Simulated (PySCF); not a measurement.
```xyz
3
charge 0 multiplicity 1, angstrom
Te   -0.6864    0.0000   -0.5708
N    -2.2031    0.0000    0.4443
Br    1.5205    0.0000    0.8603
```

These are results of PBE in PySCF with Te def2-TZVP with ECP28, N def2-TZVP, Br def2-TZVP; scalar-relativistic core potentials, no spin–orbit coupling; density-fitted integrals, not measurements.

This geometry of BrTeN is a stationary point at this level.

**Question.** What is the point group?

**Answer.** Cs.

**Question.** Is it a minimum?

**Answer.** Yes: all harmonic wavenumbers are real.

**Question.** What are the dipole moment and the gap between the highest occupied and lowest empty levels?

**Answer.** 3.03 D and 1.64 eV.

**Question.** Give the ideal-gas entropy at 298.15 K and 1 bar by parts.

**Answer.** translation 176.3, rotation 112.8, vibration 19.9, spin 0.0; total 309.0 J/(mol K).

**Question.** What is the atomisation energy, with and without zero-point energy?

**Answer.** 586 kJ/mol without, 578 kJ/mol with.

Other isomers or separated fragments may lie lower.
